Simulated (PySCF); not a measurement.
## ¹⁹F chemical shifts

PySCF 2.14 calculation with shielding tensors at PBE0/pcSseg-1 (GIAO) and geometry from GFN2-xTB; non-relativistic Hamiltonian, one conformer, no solvent model, equivalent nuclei averaged.

Shieldings were converted by a linear fit to measured shifts: ¹⁹F: δ = 146.13 − 0.903σ +14.6 on sp3 carbon (rms 6.0 ppm, 223 shifts, 7.0 ppm with the 5 outliers that the fit left out vs CFCl3, solution or neat liquid). A few per cent of atoms miss by over 2 rms, more outside the fitted compound classes.

Task: Give the ¹⁹F shifts of `C[C@@H]1C[C@H](F)[SiH2]O1`, `C=C(C)[C@@H]1C=C1F`, `C=C[C@@H]1C=C[C@H]1F`.

Result: 
```json
{"compound": "C[C@@H]1C[C@H](F)[SiH2]O1", "environment": "fluorine on an sp3 carbon", "δ (ppm)": "-228.7"}
{"compound": "C=C(C)[C@@H]1C=C1F", "environment": "vinylic fluorine", "δ (ppm)": "-142.3"}
{"compound": "C=C[C@@H]1C=C[C@H]1F", "environment": "fluorine on an sp3 carbon", "δ (ppm)": "-172.7"}
```

Task: Match the shifts -147.7, -171.0, -221.4 ppm to `C=CC1=C(CF)C1`, `C=CCC1=C(F)C1`, `C=C[C@H](F)C#CC`.

Result: -147.7: C=CCC1=C(F)C1 (vinylic fluorine); -171.0: C=C[C@H](F)C#CC (fluorine on an sp3 carbon); -221.4: C=CC1=C(CF)C1 (fluorine on an sp3 carbon).
